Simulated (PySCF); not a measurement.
Species: C4H4GeO2.
Atom-mapped SMILES: `[O:1]=[CH:2][C:3](=[O:4])[C:5]#[C:6][GeH3:7]` (hydrogens: H8 on C2; H9, H10, H11 on Ge7)

Computed, not measured: PySCF 2.14.0, PBE0-D3(BJ)/def2-SVP geometry optimisation, gas phase.

List the bond lengths, angles and torsions at this level.

```tsv
bond	length (bohr)
O1=C2	2.260
C2–C3	2.894
C3=O4	2.285
C3–C5	2.729
C5≡C6	2.305
C6–Ge7	3.608
C2–H8	2.113
Ge7–H9, Ge7–H10, Ge7–H11	2.895
```

Bonds in one row agree within 0.02 bohr and their mean is given. A selection of angles:
```tsv
angle	degrees
O1–C2–C3	124.0
O1–C2–H8	124.2
C3–C2–H8	111.7
C2–C3–O4	118.9
C2–C3–C5	116.6
O4–C3–C5	124.5
C3–C5–C6	179.7
C5–C6–Ge7	179.9
C6–Ge7–H9	108.4
H9–Ge7–H10	111.1
```

Dihedral angles: O1–C2–C3–O4 180° (antiperiplanar).

The 7 heavy atoms lie in one plane (0.002 Å rms). The C–C distances run from 1.220 Å (C5≡C6, drawn triple) to 1.531 Å (C2–C3, drawn single), a spread of 0.311 Å. Ge7 (germanium bonded to C and 3 H) is tetrahedral (angles from 107.7° to 111.1°).

Point group: Cs (tolerance 0.08 Å). Not checked by PBE0-D3(BJ)/def2-SVP frequencies. The numbers are those of one conformer.
